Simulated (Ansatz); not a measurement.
The cluster AgF2. The state is a quartet with charge 0. Geometry PBE-D4/def2-TZVP; atoms count from 1.

```xyz
3

Ag    0.2623   -0.4653   -0.6669
F     0.8547    1.3787   -0.0785
F    -1.1169   -0.9135    0.7454
```

In the def2 sets Ag takes a core potential; there is no spin–orbit coupling. At PBE0-D4/def2-TZVP a doublet of charge 0 lies 4.76 eV below the quartet, each at its own geometry. The structure comes from a short search, and lower isomers may exist.

Q: Estimate the Mulliken populations from the PBE0/def2-TZVP orbitals of Ansatz.

A: 
```tsv
atom	charge (e)	spin (α − β)	d electrons
Ag1	0.50	1.78	9.26
F2	-0.25	0.61	–
F3	-0.25	0.61	–
```
Mulliken values and Mayer orders depend strongly on the basis.

Q: Where does the spin sit?

A: Summed by element: Ag 1.78, F 1.22, of 3 unpaired in all. Largest on single atoms: Ag1 1.78, F2 0.61, F3 0.61.

Q: And the Mayer bond orders between bonded heavy atoms (over 0.3)?

A: Ag1–F2 0.59 (2.02 Å); Ag1–F3 0.59 (2.02 Å).
